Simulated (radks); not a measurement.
The numbers below are computed, except where a source is named.
Task: The caesium ion Cs2+, 53 electrons, occupied as [Kr] 4d10 5s2 5p4 6f1 (not the ground configuration). Code: a radial shooting solver on a logarithmic mesh with Libxc functionals. Model: Dirac Kohn-Sham, BLYP, spin-unpolarised, spherical densities, point nucleus; open shells fill j = l - 1/2 first. Some entries of the table are withheld. Estimate them.

orbital,occ.,eigenvalue (eV),r(max) (bohr),<r^2> (bohr^2)
1s1/2,2,-35803.37,0.01678,0.0009249
2s1/2,2,-5636.110,0.09502,0.01477
2p1/2,2,-5304.109,0.07269,(1)
2p3/2,4,-4951.663,0.07766,(2)
3s1/2,2,-1192.051,(3),0.1021
3p1/2,2,-1053.374,(4),0.09688
3p3/2,4,-985.8444,(5),0.1047
3d3/2,4,-742.0994,0.2185,0.08710
3d5/2,6,-727.7594,0.2216,0.08935
4s1/2,2,-245.6452,0.6426,0.5446
4p1/2,2,-195.8752,0.6564,0.5905
4p3/2,4,-182.0536,0.6805,0.6363
4d3/2,4,(6),0.7156,0.7991
4d5/2,6,(7),0.7238,0.8188
5s1/2,2,-50.3124,1.517,3.145
5p1/2,2,-37.2918,1.671,(8)
5p3/2,2,-35.3133,1.736,(9)
6f5/2,1,-4.1478,10.73,120.8

Result: 
(1) 2p1/2 <r^2> (bohr^2): 0.01088
(2) 2p3/2 <r^2> (bohr^2): 0.01216
(3) 3s1/2 r(max) (bohr): 0.2727
(4) 3p1/2 r(max) (bohr): 0.2592
(5) 3p3/2 r(max) (bohr): 0.2702
(6) 4d3/2 eigenvalue (eV): -101.1022
(7) 4d5/2 eigenvalue (eV): -98.8037
(8) 5p1/2 <r^2> (bohr^2): 3.978
(9) 5p3/2 <r^2> (bohr^2): 4.286
